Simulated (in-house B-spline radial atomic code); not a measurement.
Computed with a B-spline radial atomic code. Model: two electrons, singlet ground state, non-relativistic, full CI in B-splines with partial waves to l = 8 (at full coupling up to 3e-4 hartree above the limit, correlation up to 0.6 % small), density held at that of full coupling by Lieb maximisation.

Along the adiabatic connection the electron repulsion is scaled by a coupling λ while a local potential keeps the density fixed. At λ = 0 the system is the Kohn-Sham one and W equals the exchange energy; the exchange-correlation energy is the area under W between 0 and 1. The kinetic energy rises with λ as the electrons avoid each other, with dT/dλ = −λ dW/dλ.

Command:
```bash
python run_ac.py task.json out
```
Settings (lengths in bohr, energies in hartree):
```
potential              dot
strength               2.71
lmax                   8
second                 -0.5
```

Cost of the run: 6.5 s on 1 thread of Intel(R) Xeon(R) Processor @ 2.30GHz, on a shared host.

**W = mean repulsion less Hartree energy, and W of three functionals.**

Given: confinement charge in harmonic well; well frequency 2.71 hartree; nuclear charge -0.5; external potential omega^2 r^2/2 - Z/r.

Computed: PBE exchange minus exact 49.541 millihartree; SCAN exchange minus exact 0.8354 millihartree.

| coupling | W xc (hartree) | W xc minus exchange (millihartree) | kinetic minus Kohn-Sham (millihartree) | LDA (PW92) W minus its exchange (millihartree) | PBE W minus its exchange (millihartree) | SCAN W minus its exchange (millihartree) |
| --- | --- | --- | --- | --- | --- | --- |
| 0 | -1.1904 | 0 | 0 | 0 | 0 | 0 |
| 0.02 | -1.1925 | -2.052 | 0.02 | -12.42 | -3.62 | -1.91 |
| 0.05 | -1.1955 | -5.1 | 0.13 | -25.58 | -8.71 | -4.71 |
| 0.12 | -1.2025 | -12.071 | 0.72 | -49.29 | -19.68 | -11.06 |
| 0.25 | -1.2149 | -24.512 | 3.01 | -82.74 | -37.84 | -22.26 |
| 0.4 | -1.2285 | -38.094 | 7.42 | -113.19 | -56.4 | -34.43 |
| 0.6 | -1.2454 | -55.011 | 15.85 | -146.35 | -78.32 | -49.58 |
| 0.8 | ? | ? | ? | ? | ? | ? |
| 1 | ? | ? | ? | ? | ? | ? |
| 1.4 | -1.3017 | -111.27 | 71 | -238.87 | -146.5 | -100.77 |
| 2 | -1.3345 | -144.12 | 126.52 | -287.05 | -185.06 | -131.8 |
| 3 | -1.377 | -186.55 | 231.52 | -347.07 | -235.26 | -173.72 |
| 4.5 | -1.4218 | -231.42 | 397.58 | -410.53 | -290.37 | -220.91 |
| 7 | -1.4693 | -278.92 | 665.61 | -480.42 | -352.89 | -274.33 |
| 10 | -1.5043 | -313.9 | 959 | -535.2 | -402.91 | -315.36 |

Q: What belongs in the row 0.8?

A: W xc (hartree): -1.2611; W xc minus exchange (millihartree): -70.677; kinetic minus Kohn-Sham (millihartree): 26.8; LDA (PW92) W minus its exchange (millihartree): -174.16; PBE W minus its exchange (millihartree): -97.85; SCAN W minus its exchange (millihartree): -63.67.

Q: What belongs in the row 1?

A: W xc (hartree): -1.2756; W xc minus exchange (millihartree): -85.208; kinetic minus Kohn-Sham (millihartree): 39.86; LDA (PW92) W minus its exchange (millihartree): -198.29; PBE W minus its exchange (millihartree): -115.51; SCAN W minus its exchange (millihartree): -76.83.

Q: What is the LDA exchange minus exact?

A: 169.85 millihartree.

**Energy parts, natural occupations and partial-wave weights.**

Computed: total energy 11.0814 hartree; correlation energy -0.045347 hartree; kinetic part of the DFT correlation energy 0.03986 hartree; initial slope twice GL2 -0.10304 hartree; Hartree energy 2.3809 hartree; Kohn-Sham kinetic 3.4367 hartree; Lieb Oxford ratio E_xc over LDA exchange 1.2109.

```tsv
natural	occupation of the shell (electrons)
s	1.9868
p	0.012021
s	?
d	0.00046026
p	8.0879e-05
f	5.8517e-05
```

Q: What belongs in the row s?

A: occupation of the shell (electrons): 0.00048254.

| wave | weight |
| --- | --- |
| s | 0.99366 |
| p | 0.0060534 |
| d | ? |
| f | 3.1986e-05 |
| g | 7.2176e-06 |

Q: What belongs in the row d?

A: weight: 0.00023954.

Q: What is the kinetic part over minus potential part?

A: 0.4678.

Q: What is the exchange energy?

A: -1.1904 hartree.

Half-way to full coupling W has made 55 % of its drop, against 50 % for a straight line, and second-order (GL2) theory, half the initial slope, overshoots the correlation energy by about 14 %: a moderate bend, as in light atoms. Over couplings 0 to 1 the errors in E_xc come to about +93 millihartree for LDA, +30 millihartree for PBE, +5.2 millihartree for SCAN, so SCAN is nearest. In LDA and PBE the errors of exchange and correlation have opposite signs, so the sum is smaller than the larger of the two.
